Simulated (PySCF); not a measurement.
SMILES FC(F)(F)c1ccc([Si](F)(F)F)s1, singlet (GFN2-xTB optimised geometry):

```
15

F     -2.350    -2.459     1.019
C     -1.483    -2.451    -0.008
F     -2.230    -2.532    -1.124
F     -0.787    -3.593     0.069
C     -0.592    -1.259     0.000
C      0.775    -1.259     0.000
C      1.298     0.043     0.000
C      0.335     1.020    -0.001
Si     0.597     2.857    -0.003
F     -0.044     3.593    -1.249
F     -0.011     3.592     1.261
F      2.138     3.218    -0.022
S     -1.253     0.330    -0.002
H      1.369    -2.155     0.001
H      2.350     0.263     0.001
```

Method: B3LYP/def2-TZVP (PySCF).

What are the frontier orbital energies and the dipole moment?

HOMO-2 -10.58 eV, HOMO-1 -8.18 eV, HOMO -8.00 eV, LUMO -2.33 eV, LUMO+1 -0.60 eV; dipole moment 1.89 D.

Meta-Löwdin charges at B3LYP/def2-TZVP: F1 -0.27, C2 0.79, F3 -0.27, F4 -0.27, C5 -0.17, C6 -0.12, C7 -0.11, C8 -0.42, Si9 1.66, F10 -0.49, F11 -0.49, F12 -0.49, S13 0.36, H14 0.15, H15 0.14.
